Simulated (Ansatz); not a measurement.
One geometry of `C=C[SiH2]Br`, several functionals.

```yaml
crystal:
  periodic: [false, false, false]
  atoms:
    - {symbol: C, position_ang: [-0.405817, 1.503790, -0.203175]}
    - {symbol: C, position_ang: [0.453632, 0.497430, -0.339723]}
    - {symbol: Si, position_ang: [0.141654, -1.157486, 0.421355]}
    - {symbol: Br, position_ang: [-0.025684, -2.710934, -1.167920]}
    - {symbol: H, position_ang: [-1.333417, 1.391871, 0.351446]}
    - {symbol: H, position_ang: [-0.224590, 2.482347, -0.638776]}
    - {symbol: H, position_ang: [1.365232, 0.657144, -0.911959]}
    - {symbol: H, position_ang: [1.254962, -1.586098, 1.301404]}
    - {symbol: H, position_ang: [-1.137373, -1.124465, 1.170146]}
basis:
  gaussian: {orbitals: def2-TZVPP}
hamiltonian: {xc: r2scan, dispersion: d4}
output: {forces: true, orbitals: {seedname: orbitals}}
```

```sh
$ ansatz run in.yaml --threads 4 --pin off --events-out ev --progress --plain
```

It prints (some lines left out):

```
Functional definition: r2SCAN
1319 factors; their error is unknown
mean field evaluation 1: about -80071.2646 eV, gradient 5.5e1 eV
mean field evaluation 2: about -80060.5083 eV, gradient 8.0e1 eV
mean field evaluation 4: about -80078.7068 eV, gradient 5.1e0 eV
mean field evaluation 8: about -80078.7162 eV, gradient 4.3e-1 eV
mean field evaluation 16: about -80078.7164 eV, gradient 6.3e-5 eV
mean field -80078.71639876 eV, -2942.8385483511 hartree, gradient 6.4e-5 eV, S^2 0.000000; 0 other end points of the search recorded, 0 dependent functions left out
reference -80078.71641060 eV, -2942.8385487861 hartree; 33, 33 occupied and 189, 189 virtual orbitals, 1319 factors
Total energy: -80078.76478111 eV, -2942.8403263694 hartree
Atom 0 at    -0.405817     1.503790    -0.203175 Å, force    -0.128309     0.179241     0.008577 eV/Å
Atom 1 at     0.453632     0.497430    -0.339723 Å, force     0.109269    -0.166112     0.009831 eV/Å
Atom 2 at     0.141654    -1.157486     0.421355 Å, force     0.000311     0.008716     0.046863 eV/Å
Atom 3 at    -0.025684    -2.710934    -1.167920 Å, force    -0.002613    -0.049883    -0.047575 eV/Å
Atom 4 at    -1.333417     1.391871     0.351446 Å, force     0.012150     0.005162    -0.005539 eV/Å
Atom 5 at    -0.224590     2.482347    -0.638776 Å, force    -0.006391    -0.005851     0.003847 eV/Å
Atom 6 at     1.365232     0.657144    -0.911959 Å, force     0.005158     0.008780    -0.005834 eV/Å
Atom 7 at     1.254962    -1.586098     1.301404 Å, force    -0.017976     0.012953    -0.005577 eV/Å
Atom 8 at    -1.137373    -1.124465     1.170146 Å, force     0.028402     0.006994    -0.004592 eV/Å
Dipole moment:     0.019103     0.402277     0.132030 e Å
```

It took 6.5 s on 4 threads of a server CPU on a shared host, with 0.3 GiB of host memory at the peak.

Changing it to `hamiltonian: {xc: {name: B97M-V}}` and no forces (abridged; 13 s):

```
Functional definition: B97M-V
mean field evaluation 16: about -80066.6862 eV, gradient 3.8e-5 eV
mean field -80066.68619788 eV, -2942.3964466230 hartree, gradient 2.5e-5 eV, S^2 0.000000
Total energy: -80066.68625775 eV, -2942.3964488230 hartree
```

With the line `hamiltonian: {xc: {name: CAM-B3LYP}, dispersion: d4}` and no forces (abridged; 4.7 s):

```
Functional definition: CAM-B3LYP
mean field -80083.50843706 eV, -2943.0146525104 hartree, gradient 7.4e-5 eV, S^2 0.000000
Total energy: -80083.68488963 eV, -2943.0211370226 hartree
```

The same input with `hamiltonian: {xc: {name: r2SCAN0}, dispersion: d4}` and no forces (abridged; 7.5 s):

```
Functional definition: r2SCAN0
mean field evaluation 16: about -80078.4029 eV, gradient 6.0e-5 eV
mean field -80078.40287719 eV, -2942.8270266459 hartree, gradient 1.4e-5 eV, S^2 0.000000
Total energy: -80078.46087407 eV, -2942.8291579919 hartree
```

The same input with `hamiltonian: {xc: {name: B2PLYP}}` and no forces (abridged; 8 s):

```
Functional definition: B2PLYP
mean field evaluation 16: about -80059.0997 eV, gradient 8.0e-5 eV
mean field -80059.09968781 eV, -2942.1176475203 hartree, gradient 5.8e-6 eV, S^2 0.000000
16 core orbitals not correlated: weight in the atoms' cores, before any rotation towards them, 1.000 or more for the frozen orbitals, at most 0.000 for the correlated occupied ones
second order -23.67886091 eV of doubles, -0.00000000 eV of singles
Total energy: -80065.49315245 eV, -2942.3526030123 hartree
```

With the line `hamiltonian: {xc: {name: BLYP}, dispersion: d4}` and no forces (abridged; 2.9 s):

```
Functional definition: BLYP
mean field evaluation 16: about -80080.6383 eV, gradient 2.8e-4 eV
mean field -80080.63826953 eV, -2942.9091757989 hartree, gradient 7.4e-5 eV, S^2 0.000000
Total energy: -80081.07896209 eV, -2942.9253709517 hartree
```
